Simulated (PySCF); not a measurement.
An unknown is described by computed data only.

Formula: C3H10AsNSi.

- Dipole: 1.20 D [PBE0/def2-SVPD]
- UV, strongest line: among the 10 lowest singlet transitions: S9 at 6.79 eV (183 nm, f = 0.126) [TDDFT PBE0/def2-SVPD]
- Polarisability: 105.3 au [PBE0/def2-SVPD]
- Valence photoelectron: vertical ionisation energy: 8.63 eV [ΔSCF PBE0/def2-SVPD]
- 13C NMR: chemical shifts (computed TMS as zero) by class: 148.7 (1 C), 119.8 (1 C), 48.7 (1 C) ppm [GIAO PBE0/pcSseg-1]
- 1H NMR: chemical shifts (computed TMS as zero) by class: 5.98 (1 H), 5.70 (1 H), 5.54 (2 H), 5.51 (1 H), 3.38 (2 H), 1.82 (2 H), 0.17 (1 H) ppm [GIAO PBE0/pcSseg-1]
- UV, first state: lowest singlet excitation: 5.70 eV (218 nm, f = 0.008) [TDDFT PBE0/def2-SVPD]
- Rotational structure: rotational constants A, B, C: 3.111, 0.872, 0.797 GHz [PBE0-D3(BJ)/def2-SVP]
- XPS: Si2p3/2 106.7, C1s 290.1, C1s 290.4, C1s 291.7, N1s 404.4, Si1s 1846.5 eV [ΔSCF SCAN, pcX-2 on the ionised atom, pcseg-1 elsewhere, spin-free X2C, 2p3/2 from a spin–orbit splitting computed afterwards within the 2p shell]

The electronic properties come from PySCF, for the isolated species, density fitting. Levels stand in brackets. Isolated species at its PBE0-D3(BJ)/def2-SVP geometry (one conformer only). The calculation (core ionisation apart) is non-relativistic and has no spin–orbit coupling, an omission that weighs most on arsenic. Each NMR value is the plain mean over a class of atoms that symmetry, rotation or inversion makes alike.

Question: What is the compound? Reason from the data.

Answer: Numbering: `[CH2:1]=[CH:2][CH2:3][NH:4][SiH2:5][AsH2:6]`. 3 carbons fall into 3 classes; from least to most shielded: alkene CH carbon [C2] (148.7 ppm), terminal =CH2 carbon [C1] (119.8 ppm), sp3 carbon bound to nitrogen [C3] (48.7 ppm). Hydrogen classes from least to most shielded: 1 H on an alkene CH carbon, C2 (5.98 ppm), 1 H on a terminal =CH2 carbon, C1 (5.70 ppm), 2 H on an SiH2 silicon, Si5 (5.54 ppm, a mean of values up to 0.7 ppm apart in this geometry), 1 H on a terminal =CH2 carbon, C1 (5.51 ppm), 2 H on an sp3 carbon bound to nitrogen, C3 (3.38 ppm), 2 H on an arsenic bonded to Si and 2 H, As6 (1.82 ppm), 1 H on a silicon-bound nitrogen, N4 (0.17 ppm). The core levels belong to: Si2p3/2 106.7 eV, SiH2 silicon [Si5]; C1s 290.1 eV, terminal =CH2 carbon [C1]; C1s 290.4 eV, alkene CH carbon [C2]; C1s 291.7 eV, sp3 carbon bound to nitrogen [C3]; N1s 404.4 eV, silicon-bound nitrogen [N4]; Si1s 1846.5 eV, SiH2 silicon [Si5]. No core level of As was computed. The hole state at 290.4 eV has ⟨S²⟩ = 0.83 against 0.75, so that value is less sure. The first electron is taken from the HOMO, whose largest Löwdin shares are 0.43 on the silicon-bound nitrogen, 0.13 on the arsenic bonded to Si and 2 H, 0.13 on the SiH2 silicon and 0.09 on an Si–H hydrogen. The optimised geometry has point group C1 and is an asymmetric top. Structure: `C=CCN[SiH2][AsH2]`. Computed isomers that give other values at the same levels: `C=CC[Si@@H](N)[AsH2]` (rotational constant A: 1.989 GHz; this holds for the one conformer computed). The assignments are read from this structure; whether some other isomer fits the data as well wasn't checked. NMR values of atoms bound to As lack the spin–orbit term that these neighbours bring.

The values belong to the conformer `[CH2:1]=[CH:2][CH2:3][NH:4][SiH2:5][AsH2:6]`: C1–C2–C3–N4 0°, C2–C3–N4–Si5 -83°, C3–N4–Si5–As6 -36°, H–As6–Si5–N4 177°, H–As6–Si5–N4 85°.
